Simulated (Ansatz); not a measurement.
SnBr₂. Charge 0, multiplicity 1. Geometry relaxed at r2SCAN-D4/def2-TZVP.

Cartesian coordinates in Å:
```
Sn 0.993 -0.143 -0.424
Br 0.151 1.569 1.226
Br -1.145 -1.427 -0.802
```

In the def2 sets Sn takes a core potential; there is no spin–orbit coupling. The structure comes from a short search, and lower isomers may exist.

(1) Estimate the harmonic wavenumbers at RKS r2SCAN-D4/def2-TZVP (Ansatz, unscaled). Is this a minimum?

## Answers

(1) 80, 236, 245 cm⁻¹. Yes, no mode is imaginary beyond noise. Zero-point energy 3.4 kJ/mol. Hardware: 4 threads of Arm Neoverse V2 on a shared host. Wall time 14 s.
